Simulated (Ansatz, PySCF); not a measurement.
Reaction (SMILES): [Br][Al][Br] → [Br][Al][Br] as singlet, charge +1 + e-
Each molecule is optimised on its own at B3LYP-D3(BJ)/def2-TZVP (Ansatz, an electronic-structure program). A spin state is the lowest found, not a proven ground state.

Wanted: adiabatic ionisation energy (0 K, with B3LYP-D3(BJ) harmonic zero-point energies from PySCF), in eV. Valence correlation only, unless marked. Open shells are spin-unrestricted. Spin-orbit coupling is left out. The frozen core is the preceding noble-gas configuration, with the filled d and f shells of earlier blocks. Non-relativistic. CBS marks a two-point X^-3 extrapolation of the correlation energy; Hartree-Fock from the larger set. The bracket is a focal-point correction in the basis named.

RI-MP2/CBS(def2-TZVPPD,def2-QZVPPD)+[CCSD(T)-MP2]/def2-TZVPPD (Ansatz) gives 7.58 eV.

Q: Another calculation gave 7.76 eV. Which level was it?
(A) r2SCAN0/def2-TZVPD (Ansatz)
(B) HF/def2-TZVPD (PySCF)
(C) BLYP/def2-TZVPD (Ansatz)
(D) SVWN5/def2-TZVPD (Ansatz)

A: A, r2SCAN0/def2-TZVPD (Ansatz). The others give 7.64 (SVWN5), 7.49 (BLYP), 7.36 (HF) eV.
